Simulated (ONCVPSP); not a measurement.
# Before and after: ONCV potential for phosphorus (P)

phosphorus, optimised norm-conserving Vanderbilt (ONCV), made with ONCVPSP 4.0.1 (PBE, scalar-relativistic). Core [Ne], reference 3s2 3p3. Waves: 3s: rc 1.40 bohr, ncon 3, nbas 6, qcut 4.5 1/bohr, 2 projectors, debl 1.8 Ha; 3p: rc 1.90 bohr, ncon 3, nbas 6, qcut 5.2 1/bohr, 2 projectors, debl 2.5 Ha. Local part: polynomial inside 0.90 bohr (lpopt 5, dvloc0 0 Ha). Core correction: Teter function fitted to the true core (icmod 2), fcfact 0.4.

All-electron outer shells of the reference configuration (PBE, scalar-relativistic, ld1.x):

```json
{"shell": "2s", "level (eV)": "-173.99", "outermost node (bohr)": "0.14", "outermost maximum (bohr)": "0.42"}
{"shell": "2p", "level (eV)": "-124.49", "outermost node (bohr)": "–", "outermost maximum (bohr)": "0.36"}
{"shell": "3s", "level (eV)": "-13.97", "outermost node (bohr)": "0.65", "outermost maximum (bohr)": "1.58"}
{"shell": "3p", "level (eV)": "-5.51", "outermost node (bohr)": "0.64", "outermost maximum (bohr)": "1.83"}
```

Change: s: rc 1.2.

Cutoffs: the cutoffs (Ha) at which the residual kinetic energy of the hardest occupied pseudo-wave falls to 1 and 0.1 mHa per electron; they do not see the model core or the augmentation charge, which bear on the density cutoff. Errors are all-electron minus pseudo energies relative to the spin-unpolarised reference configuration.

Problem. What does the change do?

Solution. The potential gets harder (9.9 Ha and 24 Ha → 12 Ha and 88 Ha); a bound ghost appears in s, which as a rule spoils a file; of the 4 tests that both files solve, the error grows in 1 and shrinks in 0 by more than 15 % and 0.3 meV (median size 6.1 → 6.2 meV). A smaller radius makes the pseudo-wave follow the all-electron one further in, where it bends more sharply, so more plane waves are needed.

| quantity | base | changed |
| --- | --- | --- |
| cutoff, loose | 9.9 Ha | 12 Ha |
| cutoff, tight | 24 Ha | 88 Ha |
| loose cutoff by channel | s 9.9 Ha, p 4.3 Ha | s 12 Ha, p 4.3 Ha |
| bound ghosts | none | s |
| GHOST(+) flags under 300 eV | s at 90.1 eV | none |
| error for 3s2 3p2, meV [ΔE 9.73 eV] | +0.8 | +0.7 |
| error for 3s2 3p1, meV [ΔE 28.88 eV] | +11 | +10 |
| error for 3s2 3p0, meV [ΔE 58.62 eV] | +54 | +50 |
| error for 3s1 3p4, meV [ΔE 8.53 eV] | +0.7 | -2.1 |
| p: phases at 1.93 bohr within 0.05 rad from the reference energy up to (Ha; the scan ends near 5) | 3.6 | 3.6 |
| rms error of d²Exc/dni dnj with the model core, mHa | 0.97 | 0.89 |

Base: The cutoffs count occupied waves only; projector 2 of the s channel, the hardest unoccupied one, needs 30 Ha at the loose tolerance. Changed file: The cutoffs count occupied waves only; projector 2 of the s channel, the hardest unoccupied one, needs 39 Ha at the loose tolerance. A true bound ghost makes a file unfit for plane-wave use even where its test errors are small: the radial tests pick states by their node count and pass the ghost by.
